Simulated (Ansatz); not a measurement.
Gas-phase electronic energies from Ansatz, PBE0-D4/def2-TZVP geometries. CBS: MP2 limit from def2 TZ/QZ plus the TZ coupled-cluster correction, frozen cores. This one scheme is used for every species. DFT in def2-TZVPP. B3LYP here is the variant with VWN-RPA as its local correlation; programs differ in this. One conformer a species, not always the lowest.

Reaction (ligand exchange at the Si–C bond): `C[SiH2]C(O)(F)F` + HCl → `OC(F)(F)[SiH2]Cl` + CH₄

```csv
level,ΔE (kJ/mol),difference from CCSD(T)/CBS
PBE0-D4,-91.8,0.1
B3LYP-D4,-94.7,-2.8
ωB97M-V,-92.4,-0.5
B2PLYP,-95.2,-3.3
PBE0,-92.2,-0.3
HF/def2-TZVPP,-101.7,-9.8
CCSD/def2-TZVPP,-89.3,2.6
HF/def2-QZVPP,-101.8,-9.9
HF/CBS(def2),-101.8,-9.9
MP2/CBS(def2),-96.9,-5.0
CCSD(T)/CBS,-91.9,0
```

Largest T1 diagnostic among the species: 0.012.

In def2-TZVPP, CCSD(T) changes the Hartree–Fock value by +12.9 kJ/mol (the triples alone add +0.4 kJ/mol) and MP2 by +7.8 kJ/mol.
